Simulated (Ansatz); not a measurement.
Results of the Gaussian-basis code of Ansatz.

A structure relaxed at PBE0-D4/def2-TZVP, charge 0, multiplicity 1:

Cartesian coordinates in Å:
```
C -0.823 -1.035 0.759
N -0.199 0.033 0.030
C -1.109 1.096 -0.317
B 1.169 0.077 -0.329
O 1.633 1.165 -1.029
O 2.090 -0.904 -0.026
H -0.116 -1.829 1.007
H -1.255 -0.678 1.703
H -1.635 -1.495 0.180
H -0.581 1.873 -0.867
H -1.931 0.724 -0.942
H -1.554 1.545 0.580
H 2.570 1.077 -1.212
H 1.740 -1.648 0.463
```

Q: Give its formula and SMILES.

A: C2H8BNO2, `CN(C)B(O)O`.

Q: Point group (tolerance 0.08 Å, 0.16 Å for H)?

A: Cs.

Q: Summarise the bond lengths by kind.

A: 2 × C–N 1.436 to 1.442 Å; 6 × C–H 1.088 to 1.098 Å; 1 × B–N 1.415 Å; 2 × B–O 1.375 to 1.379 Å; 2 × H–O 0.957 to 0.959 Å.
